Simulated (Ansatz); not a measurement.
Task: Predict a relaxed structure of the cluster Na₂Te⁺, charge 1, doublet, at r2SCAN-D4/def2-TZVP (Ansatz).

Result: 
```xyz
3

Na    0.6682   -2.0115   -1.7094
Na    0.0409    1.8935    1.9565
Te   -0.7091    0.1181   -0.2471
```
Point group C2v (tolerance 0.1 Å). This is one stationary point.

In the def2 sets Te takes a core potential; there is no spin–orbit coupling. The structure comes from a short search, and lower isomers may exist.
